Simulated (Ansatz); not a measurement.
```yaml
crystal:
  periodic: [false, false, false]
  atoms:
    - {symbol: C, position_ang: [-1.452349, 0.218975, 1.085343]}
    - {symbol: O, position_ang: [-0.439878, -0.590045, 1.161256]}
    - {symbol: Si, position_ang: [0.907075, -0.267168, 0.551652]}
    - {symbol: Si, position_ang: [0.818066, -0.139253, -1.609516]}
    - {symbol: F, position_ang: [-0.110528, 0.946743, -2.005157]}
    - {symbol: H, position_ang: [-1.720664, 0.391155, 0.128784]}
    - {symbol: H, position_ang: [-1.248965, 1.103739, 1.524077]}
    - {symbol: H, position_ang: [-2.226295, -0.204769, 1.563466]}
    - {symbol: H, position_ang: [1.748502, -1.284102, 0.904740]}
    - {symbol: H, position_ang: [1.393143, 0.919107, 1.045871]}
    - {symbol: H, position_ang: [0.355083, -1.293950, -2.179351]}
    - {symbol: H, position_ang: [2.047376, 0.148876, -2.139887]}
basis:
  gaussian: {orbitals: pcseg-2}
hamiltonian: {xc: {name: HF}, dispersion: rvv10}
output: {forces: true}
```

```sh
$ ansatz run in.yaml --threads 4 --pin off --events-out ev --progress --plain --max-ram 10444MiB
```

How does Ansatz answer? (Estimate.)

Ansatz gave: The input was rejected before any iteration.
```
Error: inconsistent input (hamiltonian.dispersion, hamiltonian.xc): `dispersion: rvv10` has no transferable b for PBE exchange — Sabatini et al. (2013) fitted b=6.3 to rPW86, and the PBE refits of Peng & Perdew (2017) are task-dependent (b=6.6 S22 / b=10.0 layered). Use `xc: {exchange: rpw86, correlation: pbe}` for the original rVV10 or `xc: r2scan` for the r²SCAN+rVV10 pairing
```
